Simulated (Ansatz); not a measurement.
```yaml
crystal:
  periodic: [false, false, false]
  atoms:
    - {symbol: N, position_ang: [1.996007, -2.054183, 0.172321]}
    - {symbol: Si, position_ang: [-0.302606, 0.178570, 0.044083]}
    - {symbol: O, position_ang: [-0.188823, 2.538408, 2.051087]}
    - {symbol: O, position_ang: [-2.883987, -1.406193, 0.645171]}
    - {symbol: O, position_ang: [-0.184138, 1.585901, -2.718041]}
    - {symbol: H, position_ang: [1.843838, -3.489363, 1.410525]}
    - {symbol: H, position_ang: [3.810840, -1.624705, -0.193811]}
    - {symbol: H, position_ang: [0.332110, 4.129007, 1.361348]}
    - {symbol: H, position_ang: [-4.227752, -0.445907, 1.386597]}
    - {symbol: H, position_ang: [-0.038836, 0.491902, -4.153607]}
basis:
  gaussian: {orbitals: def2-mTZVP}
hamiltonian: {xc: {name: PBE-QIDH}}
scf: {lower_state_search: light}
output: {forces: true}
```

```sh
$ ansatz run in.yaml --threads 4 --pin off --events-out ev --progress --plain --max-ram 10444MiB
```

It prints (some lines left out):

```
Functional definition: PBE-QIDH
1149 factors; integrals over basis functions are off by at most 2.8e-4 eV
mean field evaluation 1: about -15489.8450 eV, gradient 1.1e2 eV
mean field evaluation 2: about -15489.8534 eV, gradient 1.1e2 eV
mean field evaluation 4: about -15505.6799 eV, gradient 7.2e1 eV
mean field evaluation 8: about -15505.6801 eV, gradient 7.2e1 eV
mean field evaluation 16: about -15526.1034 eV, gradient 2.4e-1 eV
mean field evaluation 32: about -15526.1045 eV, gradient 8.8e-2 eV
mean field -15526.10467737 eV, -570.5738229215 hartree, gradient 3.5e-6 eV, S^2 0.000000; 6 other end points of the search recorded, 0 dependent functions left out; unrestricted orbitals would lower it
9 core orbitals not correlated: weight in the atoms' cores, before any rotation towards them, 1.000 or more for the frozen orbitals, at most 0.000 for the correlated occupied ones
reference -15526.10469867 eV, -570.5738237043 hartree; 16, 16 occupied and 103, 103 virtual orbitals, 1149 factors
second order -50.07692550 eV of doubles, -0.00000000 eV of singles
Total energy: -15542.79700717 eV, -571.1872547272 hartree
Atom 0 at     1.996007    -2.054183     0.172321 Å, force     1.638656    -1.100350     0.737259 eV/Å
Atom 1 at    -0.302606     0.178570     0.044083 Å, force    -0.540215     0.574830     0.003516 eV/Å
Atom 2 at    -0.188823     2.538408     2.051087 Å, force     1.049671     2.725307    -1.923005 eV/Å
Atom 3 at    -2.883987    -1.406193     0.645171 Å, force    -2.033494     2.328452     1.317220 eV/Å
Atom 4 at    -0.184138     1.585901    -2.718041 Å, force     0.279673    -2.767031    -2.221663 eV/Å
Atom 5 at     1.843838    -3.489363     1.410525 Å, force     0.913202     2.565387    -2.036252 eV/Å
Atom 6 at     3.810840    -1.624705    -0.193811 Å, force    -2.976580    -1.126003     1.161174 eV/Å
Atom 7 at     0.332110     4.129007     1.361348 Å, force    -1.111469    -3.602058     1.332952 eV/Å
Atom 8 at    -4.227752    -0.445907     1.386597 Å, force     3.090016    -1.885562    -1.615564 eV/Å
Atom 9 at    -0.038836     0.491902    -4.153607 Å, force    -0.309460     2.287028     3.244362 eV/Å
Dipole moment:    -0.726274     0.940268    -0.433977 e Å
```

(1) What is wrong with this run?

Answers

(1) The coordinates are in bohr but typed as ångström. Self-consistency was reached. The result belongs to that input, not to the molecule as meant.
